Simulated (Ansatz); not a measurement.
`[F][Ge]([F])([SiH3])[Cl]` + H–F → `[F][Ge]([F])([F])[SiH3]` + HCl at 500 K and 1 bar (ligand exchange at a Ge–Cl bond).

Program: Ansatz. Geometries: PBE0-D4/def2-TZVP. ΔE: electronic, gas phase. CCSD(T)/CBS is the MP2 limit (def2-TZVPP, def2-QZVPP) plus CCSD(T) − MP2 in def2-TZVPP, frozen cores. This one scheme is used for every species. For Ge outer-core shells are correlated without core-valence functions, which leaves a few kJ/mol of doubt a bond. Scalar relativity is left out up to krypton.

```
                   species  CCSD(T)/CBS energy (Eh)  H − E (kJ/mol)  S (J/(mol·K))
`[F][Ge]([F])([SiH3])[Cl]`              -3026.48035           131.7          447.5
                       H–F               -100.39570            39.4          188.7
 `[F][Ge]([F])([F])[SiH3]`              -2666.49147           132.9          425.8
                       HCl               -460.38127            32.5          201.9
```

H − E and S are ideal-gas, rigid-rotor, harmonic terms from PBE0-D4/def2-TZVP. 1 Eh = 2625.50 kJ/mol, R = 8.31446 J/(mol·K).

Task: By hand: ΔE, ΔH, ΔS and ΔG.

Result: ΔE = (-2666.49147) + (-460.38127) − (-3026.48035) − (-100.39570) = 0.00331 Eh = 8.7 kJ/mol. Δ(H − E) = 132.9 + 32.5 − 131.7 − 39.4 = -5.7, so ΔH = 3.0 kJ/mol. ΔS = 425.8 + 201.9 − 447.5 − 188.7 = -8.5 J/(mol·K). ΔG = 3.0 − 500 × (-8.5)/1000 = 7.2 kJ/mol.

Task: By hand: the equilibrium constant, and the temperature at which ΔG would vanish if ΔH and ΔS stayed fixed.

Result: log₁₀ K = −ΔG/(RT ln 10) = -0.8. ΔH and −TΔS have one sign here, so there is no such temperature.

TΔS isn't small against ΔH here. A doubt of 5 kJ/mol in ΔE shifts log₁₀ K by 0.5 here. These are equilibria of isolated gas molecules and say nothing of rates. Largest T1 diagnostic: 0.013 (customary marks: 0.02 for closed shells, 0.045 for open ones).
